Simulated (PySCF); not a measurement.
Telling isomers of C3H6BF2N apart by NMR

Method: shielding tensors at PBE0/pcSseg-1 (GIAO), J: B3LYP/pcJ-1 (spin–dipole term left out of most H,H and C,H couplings), structure optimised with PBE0-D3(BJ)/def2-SVP, in PySCF (no solvent model, rapidly exchanging positions averaged, relativity neglected, one computed conformer).

References, each an isolated molecule treated in the same way: TMS for 1H and 13C. Multiplet labels drop J under 1 Hz and among equivalent protons, and merge close values. Unscaled 3J(H,H) run several per cent high. Vicinal couplings that depend on rotamer populations or ring flexing (ring, CH–CH, X–H and H–F types) are those of the one conformer. One-bond C–F couplings are unscaled and too large by tens of Hz. Couplings to H on boron are left out. Carbons bonded to boron are broad in practice. Shifts are as computed. Against solution values, carbons near 30 ppm lie about +2 ppm off and those near 130 ppm about +5 ppm. Of 1313 compounds with measured shifts, 239 miss one by over three times the rms of a fit or turn the order of signals round; such compounds aren't used in these exercises. Across acyclic CH2–CH2 and CH–CH2 bonds, 3J(H,H) assumes equally populated rotamers. OH and NH positions are gas-phase values without hydrogen bonding to other molecules.

(1) Tabulate the signals of `[BH3-][N+]#CCC(F)F`, `[H]/N=C\CCB(F)F` and their relative energies.

(2) What is the quickest way to tell [BH3-][N+]#CCC(F)F from [H]/N=C\CCB(F)F?

Results:

(1) 
| SMILES | carbon types | δC | δH | E rel. (kcal/mol) |
| --- | --- | --- | --- | --- |
| [BH3-][N+]#CCC(F)F | 1×C 1×CH 1×CH2 | 113.9, 110.5, 25.8 | 5.93 (tt, 1H), 2.84 (tqd, 2H), 2.22 (br, 3H) | 94.4 |
| [H]/N=C\CCB(F)F | 1×CH 2×CH2 | 180.0, 39.4, 10.1 | 9.86 (br s, 1H), 7.48 (t, 1H), 1.90 (td, 2H), 1.04 (tt, 2H) | 0.0 |

Energies are electronic energies at PBE0/pcSseg-1 on these geometries, without zero-point or thermal terms, each for the one conformer computed, which needn't be the lowest.

(2) Both give the same number of carbon signals, but DEPT or the intensities differ. The first has an sp3 CH bonded to 2 F at 113.9 ppm, the second a C=N carbon (CH) at 180.0 ppm. In the proton spectra the most deshielded non-exchanging signals are 5.93 (tt, J = 62.4, 4.4 Hz, 1H) and 7.48 (t, J = 5.8 Hz, 1H).
